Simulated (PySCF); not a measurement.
## Excitation energy of Zr by level of theory

Zr [Kr] 4d2 5s2 (3F) → Zr [Kr] 4d2 5s1 5p1 (high-spin determinant), as a difference of total energies. All numbers are calculated (PySCF 2.14, scalar relativity by spin-free X2C-1e, in x2c-TZVPPall). Correlated levels: valence: [Kr] frozen; valence and next inner shell: [Ar] 3d10 frozen. The calculations carry no spin-orbit coupling.

```json
{"method": "UHF", "excitation energy (eV)": "0.850"}
{"method": "LDA", "excitation energy (eV)": "2.132"}
{"method": "PBE", "excitation energy (eV)": "1.910"}
{"method": "PBE0", "excitation energy (eV)": "1.761"}
{"method": "r2SCAN", "excitation energy (eV)": "1.580"}
{"method": "CAM-B3LYP", "excitation energy (eV)": "2.070"}
{"method": "BHandHLYP", "excitation energy (eV)": "2.043"}
{"method": "BLYP", "excitation energy (eV)": "2.263"}
{"method": "MP2 (valence)", "excitation energy (eV)": "1.626"}
{"method": "SCS-MP2 (valence)", "excitation energy (eV)": "1.895"}
{"method": "MP2 (valence and next inner shell)", "excitation energy (eV)": "1.898"}
{"method": "SCS-MP2 (valence and next inner shell)", "excitation energy (eV)": "2.074"}
```

Problem. How much does correlation contribute at MP2 (valence and next inner shell)?

Solution. 1.898 − (0.850) = 1.048 eV, measured against UHF.

A first-order spin-orbit estimate (lowest level to lowest level, LS coupling) adds -0.034 eV.

The basis was made for the ground configuration and has no added diffuse functions, so the excitation energy can come out too high.

The determinant of the upper state mixes LS terms, which raises its energy above the lowest term, most at the Hartree-Fock and MP2 levels.
